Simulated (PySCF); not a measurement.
Sn(H)3(OSiH3), SMILES [SiH3][O][SnH3], singlet (CAM-B3LYP/def2-SVP optimised geometry):

```
9

Sn    -0.237    -2.180     0.000
O     -0.814    -0.288     0.000
Si    -0.726     1.115    -0.848
H     -0.900    -2.817     1.433
H     -0.885    -2.898    -1.408
H      1.471    -2.180     0.000
H      0.689     1.565    -1.022
H     -1.471     2.180    -0.122
H     -1.320     0.972    -2.212
```

Method: CAM-B3LYP/def2-TZVP, def2 effective core potentials past Kr in PySCF 2.14.0.

Task: What are the frontier orbital energies and the dipole moment?

Result: HOMO-2 -10.90 eV, HOMO-1 -9.75 eV, HOMO -9.61 eV, LUMO 0.08 eV, LUMO+1 1.10 eV; dipole moment 2.15 D.

On the same geometry PBE/def2-TZVP, def2 effective core potentials past Kr run with PySCF gives HOMO-2 -8.19 eV, HOMO-1 -6.95 eV, HOMO -6.76 eV, LUMO -1.63 eV, LUMO+1 -0.82 eV; dipole moment 2.06 D.
